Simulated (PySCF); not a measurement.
# Structure from NMR data

An unknown has the formula C5H3F3O. Its calculated NMR data are:

1H NMR (300 MHz, computed): δ 6.59 (m, 2H), 2.71 (m, 1H).

13C{1H} NMR (computed): δ 201.7, 126.3, 108.4, 21.5.

One averaged value for each set of equivalent atoms, relativity neglected, no solvent model, single conformer. NMR shieldings at PBE0/pcSseg-1/GIAO; geometry from GFN2-xTB; PySCF.

Shifts are taken against calculated references (same method and geometry level): TMS for 1H (σ = 31.72 ppm), 13C (σ = 186.93 ppm).

Q: Choose the structure that fits.
A. O=C(C1C=C1)C(F)(F)F
B. O=C1C=C(C(F)(F)F)C1
C. Fc1ccc(C(F)F)o1

A: A. 

The formula gives 3 degrees of unsaturation (1 ring in the answer). 4 carbon signals for 5 carbons: some carbons are equivalent by symmetry or fast rotation. Carbon types of the structure: 2 × C, 3 × CH, which accounts for all hydrogens. δC 201.7: ketone carbonyl carbon; low-lying n→π* states of the double bond to the heteroatom give a large paramagnetic term (-263 ppm). δC 126.3: CF3 carbon; 3 electronegative neighbours deshield it. δC 108.4: alkene CH; the olefinic region. δC 21.5: three-membered-ring carbon; carbons of three-membered rings are unusually shielded. δH 6.59: hydrogen on an alkene CH; olefinic region.

The others: O=C1C=C(C(F)(F)F)C1 would give 5 carbon signals, not 4; Fc1ccc(C(F)F)o1 would give 5 carbon signals, not 4.

Splittings by 19F in the carbon and heteronuclear signals aren't shown, as no couplings were computed. Shifts are as computed. Against solution values, carbons near 30 ppm lie about +3 ppm off and those near 130 ppm about +5 ppm (rms about the fit 2.1 ppm; single classes can miss by 10 ppm). Of 1328 compounds with measured shifts, 309 miss one by over three times the rms of a fit or turn the order of signals round; such compounds aren't used in these exercises. Signals without a measured value on file couldn't be tested in this way; 1H shifts scatter by 0.2 ppm about their fit, and single ones miss by 0.5 ppm. Multiplicities follow the n + 1 count of equivalent neighbours, as no J values were calculated; m marks all less simple cases, F and P coupling included.
